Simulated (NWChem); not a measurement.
System: CH5BS; SMILES CSB

```xyz
8

B     -0.5939    -1.4640     0.1154
H     -0.1708    -2.5721    -0.0015
H     -1.6876    -1.2339     0.5331
S      0.4993    -0.1597    -0.3692
C     -0.4288     1.4021    -0.0746
H     -0.5213     1.9436    -1.0188
H      0.1266     2.0160     0.6381
H     -1.4208     1.1809     0.3230
```
Atoms are numbered in this order, from 1.

Structure relaxed at the B3LYP/6-31G* (spherical d) level.

Q: Give the principal values of the shielding tensors (ppm) of B1, S4, C5 from LDA (Slater exchange, VWN5)/pcSseg-1, GIAO (NWChem), with their diamagnetic and paramagnetic parts as GIAO splits them.

A: 
```tsv
atom	σ11	σ22	σ33	isotropic	diamagnetic	paramagnetic
B1	-51.4	0.5	112.4	20.5	197.9	-177.4
S4	-89.1	382.7	544.9	279.5	1057.4	-778.0
C5	119.5	139.5	188.2	149.1	253.2	-104.1
```
